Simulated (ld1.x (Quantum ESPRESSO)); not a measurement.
**Which change was made? (Pb, TM)**

lead, norm-conserving Troullier–Martins (Kleinman–Bylander form), made with ld1.x (Quantum ESPRESSO) 7.5 (PBEsol, fully relativistic). Core [Xe] 4f14 5d10, reference 6s2 6p0 (charge +2). Waves: 6s (bound): rc 2.05 bohr; 6p (bound, empty): rc 2.05 bohr; 6d channel at 0.05 Ry: rc 2.15 bohr. Local part: the d channel. Core correction: a·sin(br)/r model core inside 1.30 bohr.

Open shells are filled in proportion to 2j + 1 (rel_dist='average').

Cutoffs, loose and tight: the cutoffs (Ry, on a coarse ladder) from which the occupation-weighted sum of valence levels, in a spherical-Bessel basis at the reference potential, stays within 10 and 1 mRy of its value at 400 Ry. They do not see the model core or the augmentation charge, which bear on the density cutoff. Test errors are all-electron minus pseudo excitation energies from the reference, over the configurations 6s2 6p2; 6s2 6p1; 6s1 6p0; 6s1 6p2; 6s0 6p4; 6s2 6p1.5; 6s1 6p3; variants that change the core or the reference have their own tests.

The base gives: outcome: generated; cutoff, loose: 21 Ry; cutoff, tight: 35 Ry; bound ghosts: s, p3/2, p1/2; largest test error (meV): -203.

**Question.** After one change the result is: outcome: generated; cutoff, loose: 18 Ry; cutoff, tight: 25 Ry; bound ghosts: s, p3/2, p1/2; largest test error (meV): -226. Which change was it?
A. wave 6s (bound): rc 2.05 bohr becomes 6s (bound): rc 1.58 bohr
B. wave 6s (bound): rc 2.05 bohr becomes 6s (bound): rc 2.56 bohr
C. wave 6s (bound): rc 2.05 bohr becomes 6s (bound): rc 2.84 bohr

**Answer.** B. The others give: wave 6s (bound): rc 2.05 bohr becomes 6s (bound): rc 2.84 bohr → outcome: generated; cutoff, loose: 12 Ry; cutoff, tight: 21 Ry; bound ghosts: s, p3/2, p1/2; largest test error (meV): -260 | wave 6s (bound): rc 2.05 bohr becomes 6s (bound): rc 1.58 bohr → outcome: generated; cutoff, loose: 40 Ry; cutoff, tight: 100 Ry; bound ghosts: s, p3/2, p1/2; largest test error (meV): -214.
